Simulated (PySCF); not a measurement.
**Correlation energy of C (carbon, neutral)**

[He] 2s2 2p2, high-spin 3P determinant. All numbers are calculated (PySCF 2.14, no relativity, point nucleus, in aug-cc-pVTZ with one added diffuse shell each of s, p, d, f type (6s5p4d3f, 62 functions)). Frozen: 1s2; 4 electrons correlated.

```tsv
level	correlation energy (mhartree)
CCSD	-87.88
(T)	-2.18
CCSD(T)	-90.06
```

Diagnostics: T1 = 0.0096, D1 = 0.0173, largest double amplitude 0.056.

Question: Is a single reference adequate?

Answer: Yes: T1 lies below 0.03 and no double amplitude reaches 0.07.
